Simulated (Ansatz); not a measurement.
Consider the substitution at a C–C bond: `C[C]1=[CH][GeH2]1` + H–F → `F[C]1=[CH][GeH2]1` + CH₄.

Calculated with Ansatz (gas phase, PBE0-D4/def2-TZVP geometries, no zero-point term in ΔE). CCSD(T)/CBS is the MP2 limit (def2-TZVPP, def2-QZVPP) plus CCSD(T) − MP2 in def2-TZVPP, frozen cores. This one scheme is used for every species. For Ge outer-core shells are correlated without core-valence functions, which leaves a few kJ/mol of doubt a bond. Scalar relativity is left out up to krypton.

```tsv
species	CCSD(T)/CBS(def2) energy (Eh)
`C[C]1=[CH][GeH2]1`	-2193.79414
H–F	-100.39570
`F[C]1=[CH][GeH2]1`	-2253.70472
CH₄	-40.46206
```

Work out ΔE.

ΔE = (-2253.70472) + (-40.46206) − (-2193.79414) − (-100.39570) = 0.02306 Eh = +0.63 eV.

Largest T1 diagnostic among the species: 0.014.

In def2-TZVPP, CCSD(T) changes the Hartree–Fock value by +0.13 eV (the triples alone add −0.00 eV) and MP2 by +0.25 eV. The D4 term adds +0.07 eV with B3LYP and +0.04 eV with PBE0; it sums over pairs of atoms, weighted by their polarisabilities, and B3LYP, whose exchange is more repulsive, gets the larger term.

B3LYP here is the variant with VWN-RPA as its local correlation; programs differ in this.
